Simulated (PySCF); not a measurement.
**Static response to an electric field**

Species: C6H4O2.
Numbering: `[cH:1]1[cH:2][c:3]2[o:4][cH:5][cH:6][c:7]2[o:8]1` (hydrogens: H9 on C1; H10 on C2; H11 on C5; H12 on C6)

Structure used (GFN2-xTB), in Å, numbered top down from 1:
```
atom  x, y, z in Å
C1     1.9865   -0.1093   -0.5215
C2     1.5679    0.1189    0.7584
C3     0.1578    0.1169    0.6647
O4    -0.9623    0.2542    1.3957
C5    -1.9862    0.1089    0.5171
C6    -1.5678   -0.1186   -0.7629
C7    -0.1576   -0.1141   -0.6700
O8     0.9627   -0.2526   -1.4006
H9     2.9760   -0.1902   -0.9254
H10    2.1819    0.2632    1.6221
H11   -2.9754    0.1875    0.9221
H12   -2.1824   -0.2654   -1.6257
```

Level: CAM-B3LYP/def2-SVPD (PySCF), static field, nuclei fixed, core orbitals frozen in the response. The polarisability tensor in these axes (au):

```
x   99.64 -1.32 -4.60
y   -1.32 44.42  4.34
z   -4.60  4.34 68.21
```

Question: Give the principal values, the mean and the anisotropy Δα = √{½[(α1 − α2)² + (α2 − α3)² + (α1 − α3)²]}.

Answer: Principal values 43.65, 68.25 and 100.37 au; mean 70.76 au = 10.49 Å³ = 11.67 × 10⁻⁴⁰ C²·m²/J; Δα = 49.26 au (70 % of the mean).

Question: What is the dipole moment?

Answer: 0.00 D; point group C2h allows none.

Question: Estimate the molar refractivity from the static electronic polarisability.

Answer: Lorentz–Lorenz: R = (4π/3)N_A α = 2.5225 cm³/(mol·Å³) × 10.49 Å³ = 26.4 cm³/mol, in the limit of long wavelengths.

Question: Give the principal axes and the span of the nuclei along them.

Answer: Largest value along (0.99, -0.03, -0.15), where the nuclei span 6.17 Å; middle along (0.15, 0.17, 0.97), 3.91 Å; least along (0.01, 0.98, -0.17), 0.00 Å. The response follows the extents in order.

Question: In TDDFT the mean static polarisability is Σ f/ω² over all singlet excitations (ω in hartree). How much of it do the 8 lowest give? Their energies (eV) and oscillator strengths: 5.33, 0.3751; 5.99, 0.0119; 6.38, 0.0000; 6.58, 0.0445; 6.58, 0.0000; 6.74, 0.0000; 6.94, 0.0195; 7.50, 0.0010.

Answer: They add up to 11.08 au, 15.7 % of the 70.76 au; the largest single term is 9.76 au, from the state at 5.33 eV. Terms in order: 9.76, 0.25, 0.00, 0.76, 0.00, 0.00, 0.30, 0.01 au. Higher excitations give the rest. The strengths listed sum to 0.452.

Isolated species at its GFN2-xTB geometry, gas phase.

These values come from a run that also computed excited states. Time: 30 s wall. Hardware: one thread of an Arm Neoverse V1, no GPU (shared host).
